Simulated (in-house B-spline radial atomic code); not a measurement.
The sulfur ion S⁸⁺: [He] 2s2 2p3 6g1 (an excited or competing configuration)

All numbers are computed (Dirac-Hartree-Fock, average of configuration; Fermi nucleus of rms radius 3.2611 fm) with a radial B-spline atomic code at the basis-set limit, not measured.

Z_r = [3n² - l(l+1)]/(2<r>); Z_e = n√(-2ε); the last column is Slater's effective charge. Values are occupation-weighted means over j.

| shell | electrons | ε (eV) | <r> (bohr) | Z_r | Z_e | Slater |
| --- | --- | --- | --- | --- | --- | --- |
| 1s | 2 | -2816.5 | 0.09631 | 15.58 | 14.39 | 15.70 |
| 2s | 2 | -480.15 | 0.4405 | 13.62 | 11.88 | 12.90 |
| 2p | 3 | -436.44 | 0.3908 | 12.79 | 11.33 | 12.90 |
| 6g | 1 | -30.617 | 4.888 | 9.00 | 9.00 | - |

The least bound orbital is 6g9/2 at -30.62 eV, and it is also the most diffuse (<r> = 4.888 bohr).

Spin-orbit splittings of the orbital energies (j = l + 1/2 above j = l - 1/2 when positive): 2p 1.573 eV, 6g 0.001099 eV.

For the 1s electron the small component carries 0.325 % of the norm, the zero-frequency Breit interaction raises the level by 1.649 eV, self-energy by 0.7696 eV, and vacuum polarisation lowers it by 0.05089 eV.
